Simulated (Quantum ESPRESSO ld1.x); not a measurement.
Values are calculated unless marked as measured or tabulated.
Q: These are the eigenvalues of the occupied orbitals of an atom or ion with whole-number occupations (Ry). Code: ld1.x of Quantum ESPRESSO 7.5. Model: Dirac Kohn-Sham, relativistic LDA (MacDonald-Vosko exchange, VWN5 correlation), spin-unpolarised, spherical densities, point nucleus.

orbital  eigenvalue
1s1/2      -6239.88
2s1/2      -1113.13
2p1/2      -1069.21
2p3/2      -919.458
3s1/2      -267.463
3p1/2      -247.559
3p3/2      -214.231
3d3/2      -181.287
3d5/2      -174.127
4s1/2      -61.3191
4p1/2      -52.7270
4p3/2      -44.6009
4d3/2      -30.5373
4d5/2      -29.0132
5s1/2      -11.7415
4f5/2      -10.7722
4f7/2      -10.4342
5p1/2      -8.84125
5p3/2      -7.35238
5d3/2      -3.38051
5d5/2      -3.21028

Which element is it, and in what charge state? The configuration may be excited. Open shells, if any, are shared by 2j + 1.

A: Z = 81, thallium, charge +3: Tl3+ in [Xe] 4f14 5d10. The list shows which subshells hold electrons but not how many an open one holds; the 1s level, -3119.9 hartree, gives Z - s = 79.0 by -(Z - s)^2/2, which with screening and relativity narrows Z to a few neighbours, and the depths of the outer levels then fix element, charge and occupations together.
